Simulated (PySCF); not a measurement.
N⁺ (nitrogen, charge +1) across methods

[He] 2s2 2p2, high-spin 3P determinant. Computed with PySCF 2.14 in aug-cc-pVDZ-DK (4s3p2d, 23 functions), with the spin-free X2C one-electron Hamiltonian (Gaussian nucleus).

```json
{"method": "BLYP", "E (hartree)": "-54.0754", "mean ε 2s α (eV)": "-33.445", "mean ε 2s β (eV)": "-30.187", "mean ε 2p α (eV)": "-21.963", "Σ⟨r²⟩ (bohr²)": "7.909", "⟨S²⟩": "2.002"}
{"method": "r2SCAN", "E (hartree)": "-54.0553", "mean ε 2s α (eV)": "-34.795", "mean ε 2s β (eV)": "-30.367", "mean ε 2p α (eV)": "-22.813", "Σ⟨r²⟩ (bohr²)": "7.868", "⟨S²⟩": "2.004"}
{"method": "wB97X", "E (hartree)": "-54.0750", "mean ε 2s α (eV)": "-39.014", "mean ε 2s β (eV)": "-34.635", "mean ε 2p α (eV)": "-26.742", "Σ⟨r²⟩ (bohr²)": "7.868", "⟨S²⟩": "2.003"}
{"method": "PBE0", "E (hartree)": "-54.0231", "mean ε 2s α (eV)": "-36.489", "mean ε 2s β (eV)": "-31.936", "mean ε 2p α (eV)": "-24.258", "Σ⟨r²⟩ (bohr²)": "7.883", "⟨S²⟩": "2.003"}
{"method": "PBE", "E (hartree)": "-54.0105", "mean ε 2s α (eV)": "-33.677", "mean ε 2s β (eV)": "-30.189", "mean ε 2p α (eV)": "-22.051", "Σ⟨r²⟩ (bohr²)": "7.917", "⟨S²⟩": "2.002"}
{"method": "r2SCANh", "E (hartree)": "-54.0563", "mean ε 2s α (eV)": "-35.775", "mean ε 2s β (eV)": "-31.019", "mean ε 2p α (eV)": "-23.615", "Σ⟨r²⟩ (bohr²)": "7.862", "⟨S²⟩": "2.004"}
{"method": "M06-2X", "E (hartree)": "-54.0734", "mean ε 2s α (eV)": "-38.605", "mean ε 2s β (eV)": "-33.805", "mean ε 2p α (eV)": "-25.981", "Σ⟨r²⟩ (bohr²)": "7.876", "⟨S²⟩": "2.002"}
{"method": "LDA", "E (hartree)": "-53.5978", "mean ε 2s α (eV)": "-33.495", "mean ε 2s β (eV)": "-30.087", "mean ε 2p α (eV)": "-22.021", "Σ⟨r²⟩ (bohr²)": "7.961", "⟨S²⟩": "2.002"}
{"method": "UHF", "E (hartree)": "-53.91069", "mean ε 2s α (eV)": "-44.234", "mean ε 2s β (eV)": "-35.646", "mean ε 2p α (eV)": "-30.345", "Σ⟨r²⟩ (bohr²)": "7.862", "⟨S²⟩": "2.007"}
```
